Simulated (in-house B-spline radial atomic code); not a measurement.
PBE excitations of Ge4+

Method: PBE. Computed with an all-electron radial atomic-structure program (B-spline basis): linear response of the closed shell [Ar] 3d10 with the functional's adiabatic kernel; non-relativistic, point nucleus, no spin-orbit coupling, no double excitations, S, P, D and F terms only. Only terms of natural parity with L up to 3 were computed.

Without relativity these are model numbers for so heavy an element.

Command:
```bash
python run_td.py task.json out
```
Settings (radii: box in bohr, nucleus in fm):
```
Z                        32
electrons                28
configuration            [Ar] 3d10
hamiltonian              nr
method                   pbe,pbe
box_radius               19.1
intervals                54
```

Cost of the run: 0.5 s on 1 thread of Intel(R) Xeon(R) 6975P-C (Granite Rapids), with other jobs on the host.

The lowest states, in the order of their Tamm-Dancoff energies; the method's threshold (minus the highest occupied level) is 78.55 eV. Labels give the largest channel, * marks a mixed state, and oscillator strengths are full-response dipole values. Semilocal kernels can invert the small singlet-triplet splittings of Rydberg terms. Energies in eV:

```tsv
state	full response	Tamm-Dancoff	oscillator strength
3d → 4s 3D	26.624	26.641	-
3d → 4s 1D	27.275	27.283	-
3d → 4p 3P	37.20	37.22	-
3d → 4p 3F	?	?	-
3d → 4p 1F	37.78	37.78	-
3d → 4p 1P	38.76	38.84	0.524
3d → 4d 3S	52.33	52.36	-
3d → 4d 3D	53.04	53.05	-
3d → 4d 1D	?	?	-
3d → 5s 3D	55.96	55.97	-
```

(1) Where does 3d → 4p 3F lie?

(2) Where does 3d → 4d 1D lie?

(3) How large is the singlet-triplet splitting of 3d → 4s (D terms) in Tamm-Dancoff?

(4) What polarisabilities and dispersion coefficient does the method give?

Answers

(1) At 37.36 eV in full response, 37.37 eV in Tamm-Dancoff.

(2) At 53.52 eV in full response, 53.54 eV in Tamm-Dancoff.

(3) 0.642 eV, from the unrounded values.

(4) Dipole 0.8489 bohr³, quadrupole 1.28 bohr⁵, C6 1.62 hartree·bohr⁶ for two such species.
